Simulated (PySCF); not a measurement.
# How methods differ on the excitation energy of Ni⁺

Ni⁺ [Ar] 3d9 (2D) → Ni⁺ [Ar] 3d8 4s1 (4F), as a difference of total energies. All numbers are calculated (PySCF 2.14, scalar relativity by spin-free X2C-1e, in aug-cc-pVTZ-DK (8s7p5d3f2g, 93 functions)). Correlated levels: valence: [Ar] frozen. The calculations carry no spin-orbit coupling.

```json
{"method": "UHF", "excitation energy (cm⁻¹)": "-8831.7", "error (cm⁻¹)": "-17584"}
{"method": "MP2 (valence)", "excitation energy (cm⁻¹)": "11210", "error (cm⁻¹)": "+2459"}
{"method": "SCS-MP2 (valence)", "excitation energy (cm⁻¹)": "10416", "error (cm⁻¹)": "+1664"}
```

Reference: 8751.8 cm⁻¹ (measured; NIST levels, between the centres of gravity of the two terms).

Errors of the correlated levels include the incompleteness of this basis and the frozen core.
